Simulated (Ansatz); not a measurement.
Consider the atomization: `[AlH3-][SeH2+]` → Al• + 5 H• + Se•.

Program: Ansatz. Geometries: PBE0-D4/def2-TZVP. ΔE: electronic, gas phase. CCSD(T)/CBS is the MP2 limit (def2-TZVPP, def2-QZVPP) plus CCSD(T) − MP2 in def2-TZVPP, frozen cores. This one scheme is used for every species, atoms too. DFT in def2-TZVPP. No spin–orbit coupling; open shells (•) take unrestricted orbitals. Spin–orbit coupling would lower the free atoms: a little for Al; clearly for Se. Bonds to Se are less sure, by a few kJ/mol each and by 10 to 20 or more in all where they break to atoms, as the def2 sets lack core-valence functions. Scalar relativity is left out up to krypton.

| species | r2SCANh energy (Eh) |
| --- | --- |
| `[AlH3-][SeH2+]` | -2646.92237 |
| Al• | -242.32957 |
| H• | -0.49990 |
| Se• | -2401.47390 |

(1) Work out ΔE.

Largest T1 diagnostic among the species: 0.018.

## Answers

(1) ΔE = 5 × (-0.49990) + (-242.32957) + (-2401.47390) − (-2646.92237) = 0.61940 Eh = +16.85 eV. CCSD(T)/CBS gives +17.10 eV.

From r2SCAN to r2SCAN0 (25 % exact exchange), in def2-TZVPP and without D4, ΔE moves by −0.16 eV: exact exchange takes away binding that semilocal exchange gives to molecules. The D4 term adds +0.18 eV with B3LYP and +0.10 eV with PBE0; it sums over pairs of atoms, weighted by their polarisabilities, and B3LYP, whose exchange is more repulsive, gets the larger term. Leaving LDA and LC-ωPBE aside and taking each functional with its dispersion term where it has one, the values, not all of them listed here, spread over 0.92 eV, from revPBE-D4 to B97M-V. LDA lies +2.24 eV from PBE without D4, its usual overbinding.

B3LYP here is the variant with VWN-RPA as its local correlation; programs differ in this.

For atomizations the MP2-based limit and the directly extrapolated one differ by several kJ/mol either way, and by 10 to 25 for some Ge, Se and Sn compounds, so smaller differences from it don't rank the levels.
